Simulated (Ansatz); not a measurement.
Consider the ligand exchange at the Al–N bond: `O=C=[N][AlH][Cl]` + `OBS` → `SB[O][AlH][Cl]` + `N=C=O`.

Gas-phase electronic energies from Ansatz, PBE0-D4/def2-TZVP geometries. CCSD(T)/CBS adds triple-zeta CCSD(T) − MP2 to the extrapolated MP2 energy (def2 sets, frozen cores). This one scheme is used for every species. Functionals use def2-TZVPP. One conformer a species, not always the lowest.

| level | ΔE (eV) |
| --- | --- |
| r2SCANh-D4 | 0.01 |
| HF/def2-QZVPP | 0.04 |

What does CCSD(T)/CBS give? (An estimate is asked.)

The calculation gave: 0.00 eV. The listed levels differ from it by 0.01, 0.04 eV.

Largest T1 diagnostic among the species: 0.018.

From BLYP to BHLYP (50 % exact exchange), in def2-TZVPP and without D4, ΔE moves by +0.05 eV. At CCSD(T), def2-SVP lies +0.08 eV from the extrapolated value and def2-TZVPP +0.01 eV.
